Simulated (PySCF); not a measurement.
Atom-mapped SMILES (the numbers label the heavy atoms): `[CH3:1][S:2][SiH2:3]/[CH:4]=[CH:5]\[SiH3:6]` (H(Xn): hydrogen on atom n).

Geometry: GFN2-xTB; GIAO absolute shieldings from PySCF, gas phase, non-relativistic, averaged over equivalent atoms.

At PBE0/pcSseg-1 (173 basis functions, 30 s wall time on 1 thread of an Arm Neoverse V1, shared host):
```tsv
atoms	σ (ppm)
C4	31.3
C5	36.3
C1	173.0
S2	703.7
Si3	387.9
Si6	434.0
H(C5)	24.42
H(C4)	24.58
H(Si3)	26.73
H(Si6)	27.55
H(C1)	29.74
```

Problem. Estimate the result of repeating the calculation with B97-D/aug-cc-pVDZ.

Solution. 
```csv
atoms,σ at B97-D/aug-cc-pVDZ,change
C4,52.6,+21.3
C5,58.7,+22.4
C1,176.3,+3.3
S2,700.4,-3.3
Si3,442.2,+54.3
Si6,483.0,+49.0
H(C5),24.51,+0.09
H(C4),24.67,+0.09
H(Si3),26.79,+0.06
H(Si6),27.74,+0.19
H(C1),29.79,+0.05
```

The largest change is at Si3 (silicon bonded to C, S, 2 H). Cost: 240 basis functions, 80 s wall time on 1 thread of an Intel Xeon Platinum 8488C, shared host. The order of the carbon signals is the same at both levels.
